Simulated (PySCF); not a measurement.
## Correlation energy of Ho⁵¹⁺ (holmium, charge +51)

[Ne] 3s2 3p4, high-spin 3P determinant. Computed with PySCF 2.14 in an even-tempered Gaussian basis (17 s from 11 bohr⁻², ratio 2.5; 12 p from 15 bohr⁻², ratio 2.5; 4 d from 62 bohr⁻², ratio 2.7; 4 f from 93 bohr⁻², ratio 2.7), with the spin-free X2C one-electron Hamiltonian (Gaussian nucleus). Frozen: 1s2; 14 electrons correlated; the 20 highest virtual orbitals of each spin left out.

```json
{"level": "CCSD", "correlation energy (mhartree)": "-608.04"}
{"level": "(T)", "correlation energy (mhartree)": "-0.75"}
{"level": "CCSD(T)", "correlation energy (mhartree)": "-608.79"}
```

Diagnostics: T1 = 0.00038, D1 = 0.0017, largest double amplitude 0.015.

Spin-orbit coupling is strong in this species (close to jj coupling), so the high-spin LS determinant is a model state, not a physical level.

Cost of the coupled-cluster step: roughly 20 core-seconds, for 14 correlated electrons.

At this charge the one-electron X2C treatment keeps the bare 1/r₁₂, with no two-electron picture change or Breit term. The effect here is smaller than on the frozen 1s shell; and a scalar Hamiltonian misses the large spin-orbit splitting of the p shells, which matters for ns² → np² pairs.

Spin-orbit coupling is strong in this species, so the high-spin LS determinant is a model state.
